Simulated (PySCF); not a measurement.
PySCF input file for Si(H)3(NCO) (CH3NOSi), SMILES O=C=N[SiH3], PBE0-D3(BJ)/def2-SVP. Geometry optimised at PBE0-D3(BJ)/def2-SVP.

```python
import numpy as np
from pyscf import gto, scf, dft, df
from pyscf.hessian import thermo

mol = gto.M(
    atom='''
    Si   -0.00000000    0.00000000   -1.59872851
    N     0.00000000   -0.00000000    0.12144748
    C     0.00000000   -0.00000000    1.31771691
    O    -0.00000000    0.00000000    2.48552026
    H    -1.21936259   -0.70399932   -2.08613224
    H     0.00000000    1.40799864   -2.08613224
    H     1.21936258   -0.70399932   -2.08613225
    ''',
    basis='def2-SVP',
    charge=0,
    spin=0,
    max_memory=1600,
    verbose=3,
)
mf = dft.RKS(mol, xc='pbe0').density_fit(auxbasis='def2-universal-jkfit')
mf.disp = 'd3bj'
mf.grids.level = 3
mf.conv_tol = 1e-11
mf.max_cycle = 100
mf.kernel()

# [left out here: the lines that compute and print the analytic Hessian (its translational invariance restored by hand, since the grid's response is missing), thermochemistry and intensities]
```

It prints:

```
converged SCF energy = -458.88364165453

WARN: DFTD3 does not support analytical Hessian, using finite difference


WARN: Mole.unit (angstrom) is changed to Bohr

Mode                                 0                   1                   2
Irrep
Freq [cm^-1]                       76.0040             76.0479            610.1322
Reduced mass [au]                   6.1182              6.1182             10.1930
Force const [Dyne/A]                0.0208              0.0208              2.2356
Char temp [K]                     109.3528            109.4160            877.8445
Normal mode                   x     y     z       x     y     z       x     y     z
       0  Si                -0.05  0.00 -0.00   -0.00 -0.05  0.00   -0.00 -0.00  0.13
       1   N                 0.21 -0.00  0.00    0.00  0.21 -0.00    0.00 -0.00 -0.06
       2   C                 0.04 -0.00  0.00    0.00  0.04 -0.00   -0.00  0.00 -0.10
       3   O                -0.11  0.00  0.00   -0.00 -0.11 -0.00    0.00 -0.00 -0.13
       4   H                -0.12  0.00  0.17   -0.00 -0.12  0.10   -0.00 -0.00  0.13
       5   H                -0.12  0.00  0.00   -0.00 -0.12 -0.20    0.00  0.00  0.13
       6   H                -0.12  0.00 -0.18   -0.00 -0.12  0.10    0.00 -0.00  0.13
Mode                                 3                   4                   5
Irrep
Freq [cm^-1]                      625.1994            625.2003            713.4413
Reduced mass [au]                  11.5798             11.5799              1.1843
Force const [Dyne/A]                2.6668              2.6668              0.3552
Char temp [K]                     899.5228            899.5240           1026.4831
Normal mode                   x     y     z       x     y     z       x     y     z
       0  Si                -0.01  0.00  0.00    0.00  0.01  0.00   -0.00  0.06  0.00
       1   N                -0.09  0.00 -0.00    0.00  0.09 -0.00    0.00 -0.07  0.00
       2   C                 0.25 -0.00 -0.00   -0.00 -0.25 -0.00   -0.00  0.00  0.00
       3   O                -0.10  0.00 -0.00    0.00  0.10 -0.00    0.00 -0.00  0.00
       4   H                 0.02 -0.00 -0.06    0.00 -0.02  0.04    0.00 -0.19  0.34
       5   H                 0.02 -0.00 -0.00   -0.00 -0.02 -0.07    0.00 -0.19 -0.70
       6   H                 0.02  0.00  0.06   -0.00 -0.02  0.03    0.00 -0.19  0.36
Mode                                 6                   7                   8
Irrep
Freq [cm^-1]                      713.4515            946.3247            946.3265
Reduced mass [au]                   1.1843              1.0443              1.0443
Force const [Dyne/A]                0.3552              0.5510              0.5510
Char temp [K]                    1026.4979           1361.5505           1361.5532
Normal mode                   x     y     z       x     y     z       x     y     z
       0  Si                 0.06  0.00 -0.00   -0.01 -0.04 -0.00   -0.04  0.01 -0.00
       1   N                -0.07 -0.00  0.00    0.00  0.00 -0.00    0.00 -0.00  0.00
       2   C                 0.00  0.00  0.00   -0.00 -0.00 -0.00   -0.00  0.00  0.00
       3   O                -0.00 -0.00  0.00    0.00  0.00 -0.00    0.00 -0.00  0.00
       4   H                -0.19 -0.00  0.61   -0.34  0.46  0.15    0.19 -0.47  0.17
       5   H                -0.18 -0.00 -0.01    0.15 -0.09 -0.22    0.74  0.02  0.05
       6   H                -0.19 -0.00 -0.60    0.39  0.61  0.07    0.04  0.25 -0.22
Mode                                 9                  10                  11
Irrep
Freq [cm^-1]                      964.1082           1552.4497           2252.6566
Reduced mass [au]                   1.0954             14.6514              1.0228
Force const [Dyne/A]                0.5999             20.8048              3.0581
Char temp [K]                    1387.1370           2233.6295           3241.0713
Normal mode                   x     y     z       x     y     z       x     y     z
       0  Si                -0.00 -0.00  0.05   -0.00 -0.00 -0.03    0.00 -0.00 -0.02
       1   N                -0.00  0.00  0.00   -0.00  0.00  0.20   -0.00  0.00  0.01
       2   C                -0.00 -0.00  0.01    0.00 -0.00  0.04    0.00 -0.00 -0.02
       3   O                 0.00  0.00 -0.00   -0.00  0.00 -0.16   -0.00  0.00  0.01
       4   H                 0.17  0.10 -0.52    0.00  0.00 -0.02    0.47  0.27  0.18
       5   H                 0.00 -0.19 -0.52    0.00 -0.00 -0.02    0.00 -0.54  0.18
       6   H                -0.17  0.10 -0.52   -0.00  0.00 -0.02   -0.47  0.27  0.18
Mode                                12                  13                  14
Irrep
Freq [cm^-1]                     2256.5665           2256.5674           2497.0316
Reduced mass [au]                   1.0524              1.0524             11.8751
Force const [Dyne/A]                3.1574              3.1574             43.6251
Char temp [K]                    3246.6967           3246.6980           3592.6726
Normal mode                   x     y     z       x     y     z       x     y     z
       0  Si                -0.04 -0.01  0.00    0.01 -0.04  0.00   -0.00  0.00  0.00
       1   N                 0.00  0.00 -0.00   -0.00  0.00 -0.00    0.00  0.00 -0.12
       2   C                -0.00 -0.00  0.00    0.00 -0.00  0.00   -0.00  0.00  0.24
       3   O                 0.00  0.00 -0.00   -0.00  0.00 -0.00   -0.00 -0.00 -0.08
       4   H                 0.64  0.37  0.25    0.14  0.06  0.05    0.03  0.02  0.03
       5   H                -0.02  0.24 -0.08    0.01  0.71 -0.24    0.00 -0.03  0.03
       6   H                 0.43 -0.26 -0.17   -0.49  0.27  0.19   -0.03  0.02  0.03
temperature 298.1500 [K]
pressure 101325.00 [Pa]
Rotational constants [GHz] 84.30065 2.43749 2.43749
Symmetry number 3
Zero-point energy (ZPE) 0.03898 [Eh]   102349.546 [J/mol]
                           tot       elec      trans        rot        vib
Entropy [J/mol/K]       295.985      0.000    162.277     91.185     42.523
Cv [J/mol/K]             66.284      0.000     12.472     12.472     41.340
Cp [J/mol/K]             74.598      0.000     20.786     12.472     41.340
Internal energy [J/mol]                      3718.434   3718.434 108553.531
Internal energy [Eh]   -458.83946  -458.88364
Enthalpy [J/mol]                             6197.391   3718.434 108553.531
Enthalpy [Eh]          -458.83852
Gibbs free energy [J/mol]                  -42185.380 -23468.406  95875.346
Gibbs free energy [Eh] -458.87213
mode   freq/cm-1   IR/(km/mol)
   1       76.00         0.912
   2       76.05         0.912
   3      610.13        81.237
   4      625.20        25.894
   5      625.20        25.894
   6      713.44        62.922
   7      713.45        62.928
   8      946.32        66.765
   9      946.33        66.762
  10      964.11       388.433
  11     1552.45        27.606
  12     2252.66       133.971
  13     2256.57       115.600
  14     2256.57       115.599
  15     2497.03      1468.876
max |gradient| / (hartree/bohr): 1.2350884859977501e-05
APT charges: [ 1.5553 -1.2858  1.3809 -0.8265 -0.2746 -0.2746 -0.2746]
```

The calculation finished and met its thresholds.
